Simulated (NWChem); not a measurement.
# BaHSF; SMILES [SH][Ba][F]

```xyz
4

Ba     0.3253     0.4295     0.0000
F     -1.3676     1.8682     0.0000
S     -0.4236    -2.3797     0.0000
H      0.8690    -2.7882     0.0000
```
Atoms are numbered in this order, from 1.

Program: NWChem. Medium grid unless said otherwise, to which SCAN and Minnesota functionals are sensitive. All runs use the structure optimised with PBE0/def2-SVP. def2 effective core potentials on Ba; no spin-orbit coupling. Total energies of different functionals are on different scales.

```tsv
level	energy (Ha)	highest occupied level (eV)	orbital gap (eV)	dipole (D)
B3LYP/def2-SVP	-524.0408	-5.51	3.51	8.20
PBE/def2-SVP	-523.7641	-4.69	2.43	7.81
B3PW91/def2-SVP	-523.9820	-5.56	3.86	8.39
MN15/def2-SVP	-523.7507	-6.28	5.42	8.58
HCTH/407/def2-SVP	-524.1853	-4.86	2.15	7.90
OLYP/def2-SVP	-524.0212	-4.55	2.09	7.90
M06/def2-SVP	-523.9423	-5.59	2.95	8.42
SCAN/def2-SVP	-524.0257	-4.88	3.09	8.38
```
